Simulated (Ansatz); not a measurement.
Input file for Ansatz (an electronic-structure program): U-MP2/def2-TZVPPD on AsH4Si (SMILES [SiH2][AsH2]), 2S+1 = 2, atoms moved off the minimum. Files ending in .json are basis or fitting sets from the Basis Set Exchange. The run froze 19 orbitals, filled d shells among them.

Ansatz 0.2 input:
```yaml
crystal:
  periodic: [false, false, false]
  atoms:
    - {symbol: Si, position_ang: [-1.66365246, -0.31912607, -0.22765797]}
    - {symbol: As, position_ang: [0.78868256, 0.27101216, 0.01883046]}
    - {symbol: H, position_ang: [-2.48149892, 0.78165684, -0.07572647]}
    - {symbol: H, position_ang: [-1.90460564, -1.22795816, -1.61127842]}
    - {symbol: H, position_ang: [1.21452115, -1.41461864, -0.08195438]}
    - {symbol: H, position_ang: [0.67367407, 0.57381437, -1.35277585]}
basis:
  gaussian:
    orbitals: def2-TZVPPD.json
magnetization: {spin_polarized: true, initial_magnetization: 1}
correlation: {method: mp2, electrons: outside_noble_gas}
scf: {omitted_lower_state_checks: [cluster_reference]}
output: {forces: true}
```

Problem. Give the final energy of this run.

Solution. -2525.6463 hartree.

Problem. How many basis functions does it have, and what does it roughly cost on one machine?

Solution. 170 functions; around 13 core-seconds (rough).
